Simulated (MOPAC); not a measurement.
MOPAC input (PM3):

```
PM3 1SCF CHARGE=1 GEO-OK AUX(PRECISION=9) THREADS=1
BO

B    -0.00000000 1   -0.00000000 1   -0.73975084 1
O     0.00000000 1    0.00000000 1    0.46234428 1
```

Output:

```
 *******************************************************************************
 **                                                                           **
 **                              MOPAC v23.2.5                                **
 **                                                                           **
 *******************************************************************************
 ** MOPAC's Digital Object Identifier: https://doi.org/10.5281/zenodo.6511958 **
 **                                                                           **
 ** Please cite the open-source release paper for use of this MOPAC version:  **
 ** J. E. Moussa and J. J. P. Stewart (2026)                                  **
 ** MOPAC: An open-source semiempirical molecular orbital program             **
 ** J. Open Source Softw., 11(119), 8025, https://doi.org/10.21105/joss.08025 **
 *******************************************************************************

                              PM3 CALCULATION RESULTS

 *******************************************************************************
 *  PM3        - The PM3 Hamiltonian to be used
 *  GEO-OK     - OVERRIDE INTERATOMIC DISTANCE AND OTHER SAFETY CHECKS
 *
 *
 *
 *                 CHARGE ON SYSTEM = +1
 *
 *
 *
 *  1SCF       - DO 1 SCF AND THEN STOP
 *  AUX        - OUTPUT AUXILIARY INFORMATION
 *******************************************************************************
PM3 1SCF CHARGE=1 GEO-OK AUX(PRECISION=9) THREADS=1
 BO

   ATOM   CHEMICAL          X               Y               Z
  NUMBER   SYMBOL      (ANGSTROMS)     (ANGSTROMS)     (ANGSTROMS)

     1       B         -0.00000000  *  -0.00000000  *  -0.73975084  *
     2       O          0.00000000  *   0.00000000  *   0.46234428  *

          CARTESIAN COORDINATES

    NO.       ATOM           X           Y           Z

     1         B         -0.0000     -0.0000     -0.7398
     2         O          0.0000      0.0000      0.4623

  B: (PM3): J. J. P. STEWART, J. MOL. MOD., 10, 155-164 (2004)
  O: (PM3): J. J. P. STEWART, J. COMP. CHEM. 10, 209 (1989).

           Empirical Formula: O B  =     2 atoms

      MOLECULAR POINT GROUP   :   C*v

      RHF CALCULATION, NO. OF DOUBLY OCCUPIED LEVELS = 4

 -------------------------------------------------------------------------------
 PM3 1SCF CHARGE=1 GEO-OK AUX(PRECISION=9) THREADS=1
 BO

     1SCF WAS SPECIFIED, SO BFGS WAS NOT USED
     SCF FIELD WAS ACHIEVED

                              PM3 CALCULATION
                                                       MOPAC v23.2.5 Linux

          FINAL HEAT OF FORMATION =        303.03294 KCAL/MOL =    1267.88982 KJ/MOL

          COSMO AREA              =         60.20 SQUARE ANGSTROMS
          COSMO VOLUME            =         42.80 CUBIC ANGSTROMS

          IONIZATION POTENTIAL    =         25.522781 EV
          HOMO LUMO ENERGIES (EV) =        -25.523-13.123
          NO. OF FILLED LEVELS    =          4
          MOLECULAR WEIGHT        =         26.8094         POINT GROUP:  C*v

          MOLECULAR DIMENSIONS (Angstroms)

            Atom       Atom       Distance
            O     2    B     1     1.20210
            O     2    B     1     0.00000
            B     1    O     2     0.00000

          SCF CALCULATIONS        =          1

   ATOM   CHEMICAL          X               Y               Z
  NUMBER   SYMBOL      (ANGSTROMS)     (ANGSTROMS)     (ANGSTROMS)

     1       B         -0.00000000  *  -0.00000000  *  -0.73975084  *
     2       O          0.00000000  *   0.00000000  *   0.46234428  *

                             CARTESIAN COORDINATES

   1    B       -0.000000000    -0.000000000    -0.739750840
   2    O        0.000000000     0.000000000     0.462344280

           Empirical Formula: O B  =     2 atoms

      MOLECULAR POINT GROUP   :   C*v

                  EIGENVALUES
 -48.33699 -29.72932 -25.52278 -25.52278 -13.12325  -8.05416  -8.05416  -5.62409

              NET ATOMIC CHARGES AND DIPOLE CONTRIBUTIONS

  ATOM NO.   TYPE          CHARGE      No. of ELECS.   s-Pop       p-Pop
    1          B           0.497227        2.5028     1.35113     1.15164
    2          O           0.502773        5.4972     1.74404     3.75319
 DIPOLE           X         Y         Z       TOTAL
 POINT-CHG.     0.000     0.000    -0.543     0.543
 HYBRID         0.000     0.000    -1.082     1.082
 SUM            0.000     0.000    -1.625     1.625

          ATOMIC ORBITAL ELECTRON POPULATIONS

     Atom    s        px        py        pz
    1  B   1.35113   0.45315   0.45315   0.24534
    2  O   1.74404   1.54685   1.54685   0.65948

 **********************
 *                    *
 * JOB ENDED NORMALLY *
 *                    *
 **********************

 == MOPAC DONE ==
```

The dipole moment of an ion depends on the origin.
